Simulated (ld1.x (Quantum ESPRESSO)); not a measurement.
Before and after: PAW potential for aluminium

- Element: aluminium
- Generator: ld1.x (Quantum ESPRESSO) 7.5
- Type: PAW
- Functional: PBE
- Relativity: scalar-relativistic
- Frozen core: [Ne]
- Valence charge: 3
- Reference configuration: 3s1.5 3p1.5
- Partial waves: 3s (bound): rcut 1.85, rcutus 2.35 bohr; 3s channel at 3 Ry: rcut 1.85, rcutus 2.35 bohr; 3p (bound): rcut 2.15, rcutus 2.95 bohr; 3p channel at 4.95 Ry: rcut 2.15, rcutus 2.95 bohr; 3d channel at 0.25 Ry: rcut 2.00, rcutus 2.75 bohr; 3d channel at 2.8 Ry: rcut 2.00, rcutus 2.75 bohr
- Local potential: all-electron potential smoothed inside 2.70 bohr (lloc = -1)
- Core correction: a·sin(br)/r model core inside 2.40 bohr
- Augmentation charge: PSQ, inside the norm-conserving radii

All-electron outer shells of the reference configuration (PBE, scalar-relativistic, ld1.x):

```csv
shell,level (eV),outermost node (bohr),outermost maximum (bohr)
2s,-109.10,0.16,0.50
2p,-70.57,–,0.43
3s,-8.18,0.80,2.09
3p,-3.04,0.82,2.61
```

Change: local potential all-electron potential smoothed inside 3.22 bohr (lloc = -1).

Cutoffs: the cutoffs (Ry, on a coarse ladder) from which the occupation-weighted sum of valence levels, in a spherical-Bessel basis at the reference potential, stays within 10 and 1 mRy of its value at 400 Ry; they do not see the model core or the augmentation charge, which bear on the density cutoff. Errors are all-electron minus pseudo energies relative to the spin-unpolarised reference configuration.

Problem. How do hardness, ghosts and transferability respond?

Solution. Both files are so soft that the ladder of cutoffs tells neither apart; of the 7 tests that both files solve, the error grows in 2 and shrinks in 0 by more than 15 % and 0.3 meV (median size 0.3 → 0.5 meV); neither file shows a bound ghost.

```csv
quantity,base,changed
"cutoff, loose",6 Ry,6 Ry
"cutoff, tight",8 Ry,8 Ry
bound ghosts,none,none
"error for 3s2 3p1, meV [ΔE -2.55 eV]",-0.2,-0.1
"error for 3s2 3p0, meV [ΔE 3.22 eV]",-0.7,-0.8
"error for 3s1 3p0, meV [ΔE 22.44 eV]",-14,-14
"error for 3s2 3p1.3, meV [ΔE -3.12 eV]",+0.1,+0.5
"error for 3s1 3p1, meV [ΔE 9.03 eV]",+0.9,+4.6
"error for 3s1 3p2, meV [ΔE 2.59 eV]",-0.3,-0.3
"error for 3s2 3p0.5, meV [ΔE -0.46 eV]",-0.1,+0.2
lowest overlap eigenvalue by channel,"s 0.72, p 0.91, d 0.77","s 0.71, p 0.87, d 0.76"
```
